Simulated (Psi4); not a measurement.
IK (SMILES [K][I]), singlet, geometry from GFN2-xTB (such geometries of metal compounds can be far from the true shape) (all electrons, no relativity); Psi4 with B97M-V/STO-3G.

Psi4 was given this input:
```
memory 2 GB

molecule {
0 1
  K    -0.00000000   -0.00000000   -2.32381628
  I     0.00000000    0.00000000    0.83306621
}

set basis sto-3g
set scf_type pk
set puream true
set d_convergence 1e-8
set dft_radial_points 99
set dft_spherical_points 590

energy('b97m-v')
print_variables()
```

Output, abridged:

```
   => Loading Basis Set <=

    Name: STO-3G
    Role: ORBITAL
    Keyword: BASIS

         ---------------------------------------------------------
                                   SCF
               by Justin Turney, Rob Parrish, Andy Simmonett
                          and Daniel G. A. Smith
                              RKS Reference
         ---------------------------------------------------------

  ==> Geometry <==

    Molecular point group: c2v
    Full point group: C_inf_v

    Geometry (in Angstrom), charge = 0, multiplicity = 1:

       Center              X                  Y                   Z               Mass
    ------------   -----------------  -----------------  -----------------  -----------------
         K            0.000000000000     0.000000000000    -2.415306595521    38.963706486400
         I            0.000000000000     0.000000000000     0.741575894479   126.904471900000

  Running in c2v symmetry.

  Rotational constants: A = ************  B =      0.05674  C =      0.05674 [cm^-1]
  Rotational constants: A = ************  B =   1701.08593  C =   1701.08593 [MHz]
  Nuclear repulsion =  168.799900798553324

  Charge       = 0
  Multiplicity = 1
  Electrons    = 72
  Nalpha       = 36
  Nbeta        = 36

  ==> Algorithm <==

  SCF Algorithm Type is PK.
  DIIS enabled.
  MOM disabled.
  Fractional occupation disabled.
  Guess Type is SAD.
  Energy threshold   = 1.00e-06
  Density threshold  = 1.00e-08
  Integral threshold = 1.00e-12

  ==> Primary Basis <==

  Basis Set: STO-3G
    Blend: STO-3G
    Number of shells: 18
    Number of basis functions: 40
    Number of Cartesian functions: 42
    Spherical Harmonics?: true
    Max angular momentum: 2

  ==> DFT Potential <==

   => LibXC <=

    Version 7.1.2
    S. Lehtola, C. Steigemann, M. J. T. Oliveira, and M. A. L. Marques,  SoftwareX 7, 1–5 (2018) (10.1016/j.softx.2017.11.002)

   => Composite Functional: B97M-V <=

    B97M-V GGA Exchange-Correlation Functional

    N. Mardirossian and M. Head-Gordon,  J. Chem. Phys. 142, 074111 (2015) (10.1063/1.4907719)

    Deriv               =              1
    GGA                 =           TRUE
    Meta                =           TRUE

    Exchange Hybrid     =          FALSE
    MP2 Hybrid          =          FALSE

   => Exchange-Correlation Functionals <=

    1.0000   B97M-V exchange-correlation functional

   => LibXC Density Thresholds  <==

    XC_MGGA_XC_B97M_V:  1.00E-15

   => VV10 Non-Local Parameters <=

    VV10 B              =     6.0000E+00
    VV10 C              =     1.0000E-02

   => Molecular Quadrature <=

    Radial Scheme          =       TREUTLER
    Pruning Scheme         =           NONE
    Nuclear Scheme         =       TREUTLER

    Blocking Scheme        =         OCTREE
    BS radius alpha        =              1
    Pruning alpha          =              1
    Radial Points          =             99
    Spherical Points       =            590
    Total Points           =          96755
    Total Blocks           =            832
    Max Points             =            256
    Max Functions          =             35
    Weights Tolerance      =       1.00E-15

  ==> Integral Setup <==

  Using in-core PK algorithm.
   Calculation information:
      Number of atoms:                   2
      Number of AO shells:              18
      Number of primitives:             54
      Number of atomic orbitals:        42
      Number of basis functions:        40

      Integral cutoff                 1.00e-12
      Number of threads:                 1

  Performing in-core PK
  Using 673220 doubles for integral storage.
  We computed 10364 shell quartets total.
  Whereas there are 14706 unique shell quartets.

  ==> DiskJK: Disk-Based J/K Matrices <==

    J tasked:                  Yes
    K tasked:                   No
    wK tasked:                  No
    Schwarz Cutoff:          1E-12

  Minimum eigenvalue in the overlap matrix is 3.2400248233E-01.
  Reciprocal condition number of the overlap matrix is 1.8290197420E-01.
    Using symmetric orthogonalization.

  ==> Pre-Iterations <==

  SCF Guess: Superposition of Atomic Densities via on-the-fly atomic UHF (no occupation information).

   -------------------------
    Irrep   Nso     Nmo
   -------------------------
     A1        20      20
     A2         2       2
     B1         9       9
     B2         9       9
   -------------------------
    Total      40      40
   -------------------------

  ==> Iterations <==

                        Total Energy        Delta E     RMS |[F,P]|

   @RKS iter SAD: -7445.12547458135668   -7.44513e+03   0.00000e+00
    Occupation by irrep:
             A1    A2    B1    B2
    DOCC [    19,    2,    8,    7 ]
    NA   [    19,    2,    8,    7 ]
    NB   [    19,    2,    8,    7 ]

   @RKS iter   1: -7446.20316735426786   -1.07769e+00   4.96791e-03 ADIIS/DIIS
    Occupation by irrep:
             A1    A2    B1    B2
    DOCC [    18,    2,    8,    8 ]
    NA   [    18,    2,    8,    8 ]
    NB   [    18,    2,    8,    8 ]

   @RKS iter   2: -7445.40322862411631    7.99939e-01   1.82185e-02 ADIIS/DIIS
   @RKS iter   3: -7446.24414587670435   -8.40917e-01   7.73188e-04 ADIIS/DIIS
   @RKS iter   4: -7446.24428116982472   -1.35293e-04   8.44926e-04 ADIIS/DIIS
   @RKS iter   5: -7446.24533486703149   -1.05370e-03   5.16836e-05 DIIS
   @RKS iter   6: -7446.24533730686471   -2.43983e-06   6.30295e-06 DIIS
   @RKS iter   7: -7446.24533736489775   -5.80330e-08   4.49996e-07 DIIS
   @RKS iter   8: -7446.24533736517333   -2.75577e-10   2.84125e-08 DIIS
   @RKS iter   9: -7446.24533736517606   -2.72848e-12   2.40210e-10 DIIS
  Energy and wave function converged.

  ==> Post-Iterations <==

   Electrons on quadrature grid:
      Ntotal   =   71.9999929468 ; deviation = -7.053e-06

    Orbital Energies [Eh]
    ---------------------

    Doubly Occupied:

[...]
    Virtual:

[...]
      20A1     0.273847

    Final Occupation by Irrep:
             A1    A2    B1    B2
    DOCC [    18,    2,    8,    8 ]
    NA   [    18,    2,    8,    8 ]
    NB   [    18,    2,    8,    8 ]

  @RKS Final Energy: -7446.24533736517606

   => Energetics <=

    Nuclear Repulsion Energy =            168.7999007985533240
    One-Electron Energy =              -10603.7465320766350487
    Two-Electron Energy =                3198.3765285609733837
    DFT Exchange-Correlation Energy =    -209.9776605719669647
    Empirical Dispersion Energy =           0.0000000000000000
    VV10 Nonlocal Energy =                  0.3024259239004932
    Total Energy =                      -7446.2453373651760558

Computation Completed

Properties will be evaluated at   0.000000,   0.000000,   0.000000 [a0]

Properties computed using the SCF density matrix

 Multipole Moments:

 ------------------------------------------------------------------------------------
     Multipole            Electronic (a.u.)      Nuclear  (a.u.)        Total (a.u.)
 ------------------------------------------------------------------------------------

 L = 1.  Multiply by 2.5417464519 to convert [e a0] to [Debye]
 Dipole X            :          0.0000000            0.0000000            0.0000000
 Dipole Y            :          0.0000000            0.0000000            0.0000000
 Dipole Z            :          8.7945701          -12.4481984           -3.6536283
 Magnitude           :                                                    3.6536283

 ------------------------------------------------------------------------------------

  Variable Map:
  ----------------------------------------------------------------------------
[...]
  Array Variable Map:
  ----------------------------------------------------------------------------
[...]
[...]
```
